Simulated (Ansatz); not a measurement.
Calculated with Ansatz (gas phase, PBE0-D4/def2-TZVP geometries, no zero-point term in ΔE). CCSD(T)/CBS is the MP2 limit (def2-TZVPP, def2-QZVPP) plus CCSD(T) − MP2 in def2-TZVPP, frozen cores. DFT in def2-TZVPP. Elements past krypton have def2 core potentials. For In, W outer-core shells are correlated without core-valence functions, which leaves a few kJ/mol of doubt a bond. One conformer a species, not always the lowest.

`[NH2][In]([NH2])[OH]` + `[O]=[W](=[S])([Cl])[Cl]` → `[NH2][In]([NH2])[Cl]` + `[O]=[W]([OH])(=[S])[Cl]`  (redistribution)

| level | ΔE (kJ/mol) |
| --- | --- |
| B97M-V | -82.3 |
| BHLYP-D4 | -88.3 |
| ωB97X-V | -87.0 |
| r2SCAN | -80.9 |

Q: What does CCSD(T)/CBS give? (An estimate is asked.)

A: The calculation gave: -71.6 kJ/mol. The listed levels differ from it by -10.7, -16.7, -15.4, -9.3 kJ/mol.

Q: What do rigid-rotor, harmonic-oscillator terms from PBE0-D4/def2-TZVP frequencies (298.15 K, 1 bar) make of the CCSD(T)/CBS value? (An estimate is asked.)

A: Computed: ΔZPE = +0.8 kJ/mol, ΔH = -71.4 kJ/mol, ΔS = -9 J/(mol·K), ΔG = -68.8 kJ/mol.

Largest T1 diagnostic among the species: 0.022, so the coupled-cluster value is less sure than usual.

From PBE to PBE0 (25 % exact exchange), in def2-TZVPP and without D4, ΔE moves by −7.7 kJ/mol. In def2-TZVPP, CCSD(T) changes the Hartree–Fock value by +30.5 kJ/mol (the triples alone add +5.9 kJ/mol) and MP2 by +47.2 kJ/mol. At CCSD(T), def2-SVP lies −13.4 kJ/mol from the extrapolated value and def2-TZVPP −3.2 kJ/mol.
